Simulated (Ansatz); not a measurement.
```yaml
crystal:
  periodic: [false, false, false]
  atoms:
    - {symbol: C, position_ang: [-0.623769, 0.256166, 2.578785]}
    - {symbol: O, position_ang: [-0.148838, -0.438344, 1.268087]}
    - {symbol: V, position_ang: [0.218073, -0.033292, -0.626376]}
    - {symbol: N, position_ang: [0.384780, 1.728970, -0.974781]}
    - {symbol: N, position_ang: [-1.388615, -0.663954, -1.757014]}
    - {symbol: N, position_ang: [2.010414, -0.892902, -1.178579]}
    - {symbol: H, position_ang: [-1.847689, 0.213010, 2.668803]}
    - {symbol: H, position_ang: [-0.273051, 1.431282, 2.614038]}
    - {symbol: H, position_ang: [-0.144081, -0.322414, 3.548688]}
    - {symbol: H, position_ang: [0.439361, 2.858844, -1.016026]}
    - {symbol: H, position_ang: [-1.919824, -0.058656, -2.545389]}
    - {symbol: H, position_ang: [-1.767064, -1.730142, -1.728676]}
    - {symbol: H, position_ang: [2.195327, -2.006507, -1.096372]}
    - {symbol: H, position_ang: [2.850415, -0.374764, -1.722822]}
basis:
  gaussian: {orbitals: "6-31G*"}
hamiltonian: {xc: {name: HF}}
correlation: {method: mp2, frozen_orbitals: {C: 9}}
accuracy: high
scf: {lower_state_search: full}
```

```sh
$ ansatz run in.yaml --threads 4 --pin off --events-out ev --progress --plain --max-ram 11315MiB
```

Shortened log:

```
Functional definition: HF
Error: "frozen_orbitals" has no count for O
```

(1) Something in this input is off. What?

Results:

(1) Frozen orbitals are typed for one element alone, and the program wants a count for each. The program refused the input.
